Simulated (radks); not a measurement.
Results of a calculation; reference values are marked as such.
Valence configurations of Eu3+ (all share [Xe]). Code: a radial shooting solver on a logarithmic mesh with Libxc functionals. Model: non-relativistic Kohn-Sham, PBEsol, spin-unpolarised, spherical densities, point nucleus; relativity is left out, which matters for an element this heavy. Energies are relative to 4f6; eigenvalues in eV.

valence          E (eV)    e(4f)    e(5d)    e(6p)    e(6s)
4f6               0.000  -37.138        -        -        -
4f5.5 6p0.5      11.303  -43.087        -  -18.164        -
4f5 5d1          14.737  -44.741  -27.084        -        -
4f5 6s1          20.395  -48.423        -        -  -23.550
4f5 6p1          24.980  -49.299        -  -19.449        -
4f4.5 5d0.5 6p1  35.260  -53.414  -31.275  -19.712        -
4f4 6s2          50.173  -60.722        -        -  -25.832
4f3 5d1 6s1 6p1  85.391  -70.610  -36.838  -21.709  -26.885
4f3 6s2 6p1      95.960  -74.705        -  -22.861  -28.283

NIST lists [Xe] 4f6 as the ground configuration; this level of theory agrees among the configurations tried. The energies are those of spherical spin-averaged densities, not of single terms. Relativity is left out, which favours d and f over s occupation in heavy atoms.
